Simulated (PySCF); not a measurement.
Compound: C6H5O (charge -1).
Numbering: `[O:1]=[CH:2][c-:3]1[cH:4][cH:5][cH:6][cH:7]1` (hydrogens: H8 on C2; H9 on C4; H10 on C5; H11 on C6; H12 on C7)

Structure used (PBE0-D3(BJ)/def2-SVP), in Å, numbered top down from 1:
```
atom  x, y, z in Å
O1    -2.8842    1.2171    0.3110
C2    -2.1520    0.3320   -0.1257
C3    -0.7287    0.2388   -0.0848
C4     0.1945    1.1695    0.4837
C5     1.4789    0.6720    0.2930
C6     1.3836   -0.5774   -0.3978
C7     0.0379   -0.8406   -0.6277
H8    -2.6261   -0.5582   -0.6427
H9    -0.0908    2.1008    0.9762
H10    2.4096    1.1499    0.6147
H11    2.2261   -1.2107   -0.6912
H12   -0.3823   -1.7147   -1.1338
```

Computed with PySCF, PBE0-D3(BJ)/def2-SVP geometry optimisation, gas phase.

Take the most abundant isotopes and a rigid rotor. The values belong to one conformer with, in the numbering `[O:1]=[CH:2][c-:3]1[cH:4][cH:5][cH:6][cH:7]1`, O1–C2–C3–C4 0°.

Give the principal moments of inertia and the rotational constants in MHz.

Ia = 63.90, Ib = 255.67, Ic = 319.57 u·Å²; 505379 MHz·u·Å²/I gives A = 7909, B = 1977, C = 1581 MHz.

What kind of rotor is it?

An asymmetric top: κ = (2 × 1977 − 7909 − 1581)/(7909 − 1581) ≈ -0.88.

What does the inertial defect say?

Planar: Δ = Ic − Ia − Ib = 0.00 u·Å². For a rigid frame Δ = −2 Σ m c², so it vanishes when all atoms lie in the ab plane; here none is more than 0.01 Å from it.

Which lines would a microwave search look for?

The dipole components (about the centre of mass, as the species is charged) are |μa| = 1.39 D, |μb| = 0.83 D, |μc| = 0.00 D; the mirror of this Cs structure is the ab plane, so μc vanishes by symmetry and there are no c-type lines. The squared components, which scale the intensities, stand as 1.00 : 0.36 (a : b). Some of the stronger lines:

| type | branch | J(Ka,Kc) | MHz | lower level (cm⁻¹) |
| --- | --- | --- | --- | --- |
| a | Q | 1(1,0) ← 1(1,1) | 395 | 0.317 |
| b | R | 2(0,2) ← 1(1,1) | 1165 | 0.317 |
| a | Q | 2(1,1) ← 2(1,2) | 1186 | 0.541 |
| a | R | 1(0,1) ← 0(0,0) | 3558 | 0.000 |
| b | Q | 1(1,0) ← 1(0,1) | 6327 | 0.119 |
| a | R | 2(1,2) ← 1(1,1) | 6721 | 0.317 |
| b | Q | 2(1,1) ← 2(0,2) | 6742 | 0.355 |
| a | R | 2(0,2) ← 1(0,1) | 7097 | 0.119 |
| a | R | 2(1,1) ← 1(1,0) | 7511 | 0.330 |
| b | R | 1(1,1) ← 0(0,0) | 9490 | 0.000 |
| b | R | 2(1,2) ← 1(0,1) | 12653 | 0.119 |
| b | Q | 2(2,0) ← 2(1,1) | 17815 | 0.580 |
| b | Q | 2(2,1) ← 2(1,2) | 18982 | 0.541 |
| b | R | 2(2,1) ← 1(1,0) | 25308 | 0.330 |
| b | R | 2(2,0) ← 1(1,1) | 25722 | 0.317 |

Estimate the classical rotational partition function at 10 K, 100 K and 200 K.

Point group Cs, symmetry number σ = 1; q = (√π/σ)·√((kT/h)³/(ABC)), k/h = 20836.6 MHz/K: 1070 at 10 K, 33900 at 100 K, 95900 at 200 K.

No frequency check. The geometry's basis has no diffuse functions, a weakness for an anion. Constants of a rigid frame at the computed geometry: no zero-point averaging, no centrifugal distortion.
